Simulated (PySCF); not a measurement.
# Simulated absorption spectrum

Species: C₁₂H₁₁N.
SMILES: `c1ccc(Cc2ccccn2)cc1`

Method: TDDFT B3LYP/def2-SVPD, vertical, gas phase, core orbitals frozen in the response (PySCF). Isolated species at its PBE0-D3(BJ)/def2-SVP geometry (one conformer only). Torsions of this conformer, `[cH:1]1[cH:2][cH:3][c:4]([CH2:5][c:6]2[cH:7][cH:8][cH:9][cH:10][n:11]2)[cH:12][cH:13]1`: C3–C4–C5–C6 65°, C4–C5–C6–C7 64°.

Each state is given a Gaussian of 0.3 eV full width at half maximum, with ε(max) = 2.175×10⁸ f / Δν̃ (Δν̃ the width in cm⁻¹). The cross-section is σ = 3.8235×10⁻²¹ ε cm², given in Mb (10⁻¹⁸ cm²). The width is an assumption, not a result. The curve ends short of the highest state used, and states not computed would add to its high-energy end.

```
E (eV)  σ (Mb)
  4.34    0.01
  4.36    0.02
  4.39    0.04
  4.41    0.07
  4.43    0.11
  4.46    0.20
  4.48    0.30
  4.51    0.52
  4.53    0.73
  4.56    1.14
  4.58    1.50
  4.60    1.93
  4.63    2.68
  4.65    3.26
  4.68    4.18
  4.70    4.83
  4.72    5.47
  4.75    6.43
  4.77    7.07
  4.80    8.06
  4.82    8.79
  4.85   10.08
  4.87   11.15
  4.89   12.41
  4.92   14.75
  4.94   16.59
  4.97   19.67
  4.99   21.85
  5.02   25.02
  5.04   26.90
  5.06   28.47
  5.09   30.02
  5.11   30.43
  5.14   30.09
  5.16   29.29
  5.18   28.13
  5.21   25.97
  5.23   24.43
  5.26   22.28
  5.28   21.06
  5.31   19.72
  5.33   19.15
  5.35   18.80
  5.38   18.59
```

Task: Where are the band maxima, and which computed states make them?

Result: 242 nm (5.12 eV), ε about 8000, made up of S3 (83%) (ε in L mol⁻¹ cm⁻¹; maxima over ε = 5, shares over 10%). The states used: S1 4.79 eV (f 0.016); S2 4.98 eV (f 0.0080); S3 5.11 eV (f 0.074); S4 5.24 eV (f 0.013); S5 5.43 eV (f 0.032); S6 5.50 eV (f 0.011); S7 5.59 eV (f 0.0086); S8 5.71 eV (f 0.0083); S9 5.84 eV (f 0.032); S10 5.98 eV (f 0.0041).

Task: On this curve, what absorbance would a 10⁻³ mol/L sample give at 254 nm over a 1 cm path?

Result: 254 nm is 4.881 eV, where ε is about 3100 L mol⁻¹ cm⁻¹, so A = ε c l ≈ 3.1 (Beer–Lambert, with the gas-phase spectrum and the assumed width).

Task: Coming from long wavelengths, where does ε first pass 100 L mol⁻¹ cm⁻¹?

Result: At about 276 nm (4.49 eV), 0.30 eV below S1.

Task: What would ε be at 5.12 eV, the highest of these maxima, with half the width (0.15 eV)?

Result: About 13500 L mol⁻¹ cm⁻¹ against 7960, a factor of about 1.7; a lone state at its own centre would give exactly 2.

Time: 1.9 min wall, 4.2 min CPU; peak memory 2.1 GiB. Hardware: Intel Xeon Platinum 8259CL at 2.50 GHz, 2 threads, shared host with 96 logical CPUs at a one-minute load of 70.
